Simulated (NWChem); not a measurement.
System: C5H6; SMILES C#CCC=C

Excerpt of the output:

```
             Northwest Computational Chemistry Package (NWChem) 7.3.0
             --------------------------------------------------------

 C1  symmetry detected

                             Geometry "geometry" -> ""
                             -------------------------

 Output coordinates in angstroms (scale by  1.889725989 to convert to a.u.)

  No.       Tag          Charge          X              Y              Z
 ---- ---------------- ---------- -------------- -------------- --------------
    1 C                    6.0000     0.45477387     2.40672444     0.09074553
    2 C                    6.0000    -0.10993571     1.34034091     0.04622247
    3 C                    6.0000    -0.78150314     0.03763897    -0.02494089
    4 C                    6.0000     0.15620185    -1.08398242    -0.42289335
    5 C                    6.0000     0.34071603    -2.19599098     0.28653494
    6 H                    1.0000     0.95466567     3.34707424     0.13710456
    7 H                    1.0000    -1.24798711    -0.19596262     0.94123057
    8 H                    1.0000    -1.60279077     0.10351735    -0.75561910
    9 H                    1.0000     0.69453804    -0.93617541    -1.35821467
   10 H                    1.0000    -0.17479974    -2.36713792     1.22950684
   11 H                    1.0000     1.01485656    -2.97970116    -0.04802037

 Effective nuclear repulsion energy (a.u.)     139.2900602719

                                 NWChem DFT Module
                                 -----------------

 Summary of "ao basis" -> "ao basis" (spherical)
 ------------------------------------------------------------------------------
       Tag                 Description            Shells   Functions and Types
 ---------------- ------------------------------  ------  ---------------------
 C                          pcseg-1                  6       14   3s2p1d
 H                          pcseg-1                  3        5   2s1p

            General Information
            -------------------
          SCF calculation type: DFT
          Wavefunction type:  closed shell.
          No. of atoms     :    11
          No. of electrons :    36
           Alpha electrons :    18
            Beta electrons :    18
          Charge           :     0
          Spin multiplicity:     1
          Use of symmetry is: off; symmetry adaption is: off
          Maximum number of iterations: 150
          AO basis - number of functions:   100
                     number of shells:    48
          Convergence on energy requested:  1.00D-06
          Convergence on density requested:  1.00D-05
          Convergence on gradient requested:  5.00D-04

              XC Information
              --------------
                         PBE0 Method XC Functional
                     Hartree-Fock (Exact) Exchange  0.250
          PerdewBurkeErnzerhof Exchange Functional  0.750
            Perdew 1991 LDA Correlation Functional  1.000 local
           PerdewBurkeErnz. Correlation Functional  1.000 non-local

             Grid Information
             ----------------
          Grid used for XC integration:  medium
          Radial quadrature: Mura-Knowles
          Angular quadrature: Lebedev.
          Tag              B.-S. Rad. Rad. Pts. Rad. Cut. Ang. Pts.
          ---              ---------- --------- --------- ---------
          C                   0.70       49          13.0       434
          H                   0.35       45          14.0       434
          Grid pruning is: on
          Number of quadrature shells:   515
          Spatial weights used:  Erf1

      Superposition of Atomic Density Guess
      -------------------------------------

 Sum of atomic energies:        -191.24537729

      Non-variational initial energy
      ------------------------------

 Total energy =    -194.269406
 1-e energy   =    -529.877104
 2-e energy   =     196.317638
 HOMO         =      -0.323753
 LUMO         =      -0.005236

     ---------------------------------------------
      Total Density - Mulliken Population Analysis
     ---------------------------------------------

    Atom       Charge   Shell Charges
 -----------   ------   -------------------------------------------------------
    1 C    6     6.49   2.00  0.80  0.83  2.02  0.81  0.03
    2 C    6     5.91   2.00  0.82  0.37  1.93  0.75  0.04
    3 C    6     6.11   2.00  0.78  0.37  2.01  0.92  0.04
    4 C    6     6.23   2.00  0.80  0.49  1.95  0.96  0.04
    5 C    6     6.30   2.00  0.81  0.45  2.04  0.97  0.03
    6 H    1     0.85   0.64  0.19  0.02
    7 H    1     0.81   0.68  0.11  0.02
    8 H    1     0.79   0.68  0.09  0.02
    9 H    1     0.84   0.70  0.13  0.02
   10 H    1     0.84   0.69  0.13  0.02
   11 H    1     0.83   0.69  0.12  0.02

   convergence    iter        energy       DeltaE   RMS-Dens  Diis-err
 ---------------- ----- ----------------- --------- --------- ---------
 d= 0,ls=0.0,diis     1   -193.7119441855 -3.33D+02  7.07D-03  3.65D-01
 d= 0,ls=0.0,diis     2   -193.7447554000 -3.28D-02  3.89D-03  1.09D-01
 d= 0,ls=0.0,diis     3   -193.7431010452  1.65D-03  2.37D-03  1.19D-01
 d= 0,ls=0.0,diis     4   -193.7577681538 -1.47D-02  5.31D-04  7.20D-03
 d= 0,ls=0.0,diis     5   -193.7586369074 -8.69D-04  1.32D-04  2.35D-04
  Resetting Diis
 d= 0,ls=0.0,diis     6   -193.7586575498 -2.06D-05  5.27D-05  6.82D-05
 d= 0,ls=0.0,diis     7   -193.7586663265 -8.78D-06  1.24D-05  5.99D-07
 d= 0,ls=0.0,diis     8   -193.7586662498  7.68D-08  7.16D-06  1.20D-06

         Total DFT energy =     -193.758666249751
      One electron energy =     -534.827745194404
           Coulomb energy =      230.766583046036
    Exchange-Corr. energy =      -28.987564373286
 Nuclear repulsion energy =      139.290060271903

 Numeric. integr. density =       35.999996501520

                       DFT Final Molecular Orbital Analysis
                       ------------------------------------

 Vector   16  Occ=2.000000D+00  E=-2.956640D-01
              MO Center=  1.3D-01,  3.2D-01,  1.5D-02, r^2= 4.4D+00
   Bfn.  Coefficient  Atom+Function         Bfn.  Coefficient  Atom+Function
  ----- ------------  ---------------      ----- ------------  ---------------
     6      0.267591   1 C  pz               20      0.261682   2 C  pz
    46     -0.258157   4 C  px               60     -0.185702   5 C  px
    18     -0.179643   2 C  px               49     -0.170284   4 C  px
    23      0.155839   2 C  pz                9      0.150391   1 C  pz
     4     -0.148894   1 C  px               61     -0.138490   5 C  py

 Vector   17  Occ=2.000000D+00  E=-2.871117D-01
              MO Center=  1.2D-01,  1.7D+00,  3.9D-02, r^2= 2.2D+00
   Bfn.  Coefficient  Atom+Function         Bfn.  Coefficient  Atom+Function
  ----- ------------  ---------------      ----- ------------  ---------------
     4      0.331750   1 C  px               18      0.303219   2 C  px
     6      0.208639   1 C  pz               20      0.192950   2 C  pz
     5     -0.181666   1 C  py                7      0.181593   1 C  px
    19     -0.181118   2 C  py               21      0.158159   2 C  px
    22     -0.158728   2 C  py               81      0.130756   8 H  s

 Vector   18  Occ=2.000000D+00  E=-2.805279D-01
              MO Center=  1.3D-01, -1.3D-01,  1.2D-03, r^2= 4.6D+00
   Bfn.  Coefficient  Atom+Function         Bfn.  Coefficient  Atom+Function
  ----- ------------  ---------------      ----- ------------  ---------------
     6      0.269383   1 C  pz               60      0.243777   5 C  px
    20      0.239711   2 C  pz               46      0.187511   4 C  px
    63      0.171453   5 C  px               48      0.162972   4 C  pz
     9      0.160545   1 C  pz               62      0.160770   5 C  pz
    47      0.158768   4 C  py               23      0.153073   2 C  pz

 Vector   19  Occ=0.000000D+00  E= 2.321968D-03
              MO Center=  1.7D-01, -1.2D+00, -5.7D-02, r^2= 3.6D+00
   Bfn.  Coefficient  Atom+Function         Bfn.  Coefficient  Atom+Function
  ----- ------------  ---------------      ----- ------------  ---------------
    49      0.502722   4 C  px               63     -0.487780   5 C  px
    65     -0.345496   5 C  pz               46      0.326064   4 C  px
    51      0.326190   4 C  pz               60     -0.295202   5 C  px
    64     -0.281261   5 C  py               50      0.273896   4 C  py
    82      0.262013   8 H  s                62     -0.203089   5 C  pz

 Vector   20  Occ=0.000000D+00  E= 4.535638D-02
              MO Center= -1.4D-01,  1.2D+00,  2.5D-01, r^2= 4.4D+00
   Bfn.  Coefficient  Atom+Function         Bfn.  Coefficient  Atom+Function
  ----- ------------  ---------------      ----- ------------  ---------------
    77      0.779113   7 H  s                 9      0.666027   1 C  pz
    23     -0.632536   2 C  pz               45     -0.499895   4 C  s
    20     -0.378978   2 C  pz               82     -0.358513   8 H  s
     6      0.344185   1 C  pz               92      0.316792  10 H  s
    37     -0.305415   3 C  pz               64      0.202724   5 C  py

 Vector   21  Occ=0.000000D+00  E= 4.922642D-02
              MO Center= -1.7D-01,  9.8D-01, -7.4D-02, r^2= 5.0D+00
   Bfn.  Coefficient  Atom+Function         Bfn.  Coefficient  Atom+Function
  ----- ------------  ---------------      ----- ------------  ---------------
    82      0.756441   8 H  s                 7     -0.537005   1 C  px
    45     -0.536345   4 C  s                21      0.494081   2 C  px
    35      0.383092   3 C  px               31     -0.373021   3 C  s
    50     -0.314927   4 C  py               92      0.292092  10 H  s
    18      0.283530   2 C  px               22     -0.269264   2 C  py

     ---------------------------------------------
      Total Density - Mulliken Population Analysis
     ---------------------------------------------

[...]
```

Level: PBE0/pcseg-1. Coordinates come from a B3LYP/6-31G* (spherical d) optimisation.

Q: Which NWChem input produces such a log?

A: One answer among several that fit: the input that was run:
```
start job
memory heap 200 mb stack 700 mb global 900 mb
geometry units angstroms noautoz
  C      0.460524     2.414662     0.070375
  C     -0.104911     1.347915     0.050699
  C     -0.778113     0.044777     0.009108
  C      0.142071    -1.076339    -0.429129
  C      0.358035    -2.188083     0.271786
  H      0.961363     3.355335     0.094733
  H     -1.201898    -0.188915     0.994734
  H     -1.630506     0.109987    -0.685095
  H      0.639039    -0.928390    -1.387050
  H     -0.115786    -2.359356     1.236360
  H      1.017453    -2.971440    -0.091689
end
basis spherical
  C library pcseg-1
  H library pcseg-1
end
dft
  xc pbe0
  iterations 150
  mulliken
end
task dft energy
```
